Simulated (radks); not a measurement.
Tc VII, 37 electrons, occupied as [Kr] 4d1 (the NIST ground configuration). Calculated with a radial shooting solver on a logarithmic mesh with Libxc functionals: scalar-relativistic Kohn-Sham, exchange-only LDA, spin-polarised, spherical densities, point nucleus; open shells are filled with parallel spins first (spin-orbit coupling, left out, can overturn this in heavy ions). Some entries of the table are withheld. Estimate them.

| orbital | occ. | eigenvalue (Ry) | <r> (bohr) |
|---|---|---|---|
| 1s down | 1 | -1537.813 | 0.03432 |
| 1s up | 1 | -1537.813 | 0.03432 |
| 2s up | 1 | -224.7698 | 0.1498 |
| 2s down | 1 | -224.7550 | 0.1498 |
| 2p up | 3 | -201.9509 | 0.1304 |
| 2p down | 3 | -201.9394 | 0.1304 |
| 3s up | 1 | -44.12664 | 0.4159 |
| 3s down | 1 | -44.11570 | 0.4159 |
| 3p up | 3 | -36.63918 | 0.4165 |
| 3p down | 3 | -36.62719 | 0.4165 |
| 3d up | 5 | -24.49676 | 0.3984 |
| 3d down | 5 | -24.48070 | 0.3983 |
| 4s up | 1 | -11.18767 | 1.025 |
| 4s down | 1 | -11.10658 | 1.023 |
| 4p up | 3 | -9.03250 | 1.109 |
| 4p down | 3 | -8.94630 | 1.107 |
| 4d up | 1 | (1) | 1.325 |
| 4d down | 0 | (2) | 1.324 |
| 5s up | 0 | -4.42145 | 2.179 |
| 5s down | 0 | -4.34076 | 2.190 |
| 5p up | 0 | -3.74298 | 2.400 |
| 5p down | 0 | -3.67038 | 2.418 |

Answer. 
(1) 4d up eigenvalue (Ry): -5.82948
(2) 4d down eigenvalue (Ry): -5.73649
